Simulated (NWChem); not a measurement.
Molecule: AlH$_{2}$F; SMILES [F][AlH2]

```xyz
4

Al     0.0000     0.0000    -0.5704
H      0.0000     1.4212    -1.2886
H      0.0000    -1.4212    -1.2886
F      0.0000     0.0000     1.1102
```
Atoms are numbered in this order, from 1.

All runs use the structure optimised with PBE-D3(BJ)/def2-SVP.

Symmetry labels are those of C2v in the frame above (b1 and b2, or b-type labels, depend on it).

Question: List the 6 lowest vertical singlet excitations from B3LYP/aug-cc-pVDZ, TDA (NWChem).

Answer: 
```json
[
 {"state": "S1", "energy (eV)": "5.68", "oscillator strength": "0.000", "symmetry": "a2", "leading excitation (squared amplitude)": "HOMO → LUMO (1.00)"},
 {"state": "S2", "energy (eV)": "7.25", "oscillator strength": "0.006", "symmetry": "b2", "leading excitation (squared amplitude)": "HOMO → LUMO+1 (0.90)"},
 {"state": "S3", "energy (eV)": "7.88", "oscillator strength": "0.123", "symmetry": "b1", "leading excitation (squared amplitude)": "HOMO−1 → LUMO (0.95)"},
 {"state": "S4", "energy (eV)": "8.04", "oscillator strength": "0.119", "symmetry": "b2", "leading excitation (squared amplitude)": "HOMO → LUMO+2 (0.60)"},
 {"state": "S5", "energy (eV)": "8.10", "oscillator strength": "0.000", "symmetry": "a2", "leading excitation (squared amplitude)": "HOMO−3 → LUMO (0.99)"},
 {"state": "S6", "energy (eV)": "8.46", "oscillator strength": "0.004", "symmetry": "a1", "leading excitation (squared amplitude)": "HOMO−2 → LUMO (0.73)"}
]
```
